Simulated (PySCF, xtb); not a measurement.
C3H4O2Si, SMILES C=C1OC(=O)[SiH2]1.

Harmonic wavenumbers (cm⁻¹) from xtb with GFN2-xTB at its own minimum, in rising order: 116, 278, 305, 334, 379, 491, 549, 577, 581, 639, 677, 721, 752, 877, 933, 1012, 1150, 1373, 1700, 1820, 2318, 2321, 3104, 3153.

### Question
What does PBE0-D3(BJ)/def2-SVP in PySCF give at its own minimum? (The exact figures need the calculation; the answer reports its results.)

### Answer
126, 292, 329, 366, 382, 560, 650, 653, 681, 683, 747, 750, 894, 934, 962, 1023, 1211, 1387, 1751, 1967, 2256, 2270, 3180, 3291. Paired by order, the mean absolute difference is 59 cm⁻¹ and the zero-point energies are 37.4 and 39.1 kcal/mol.
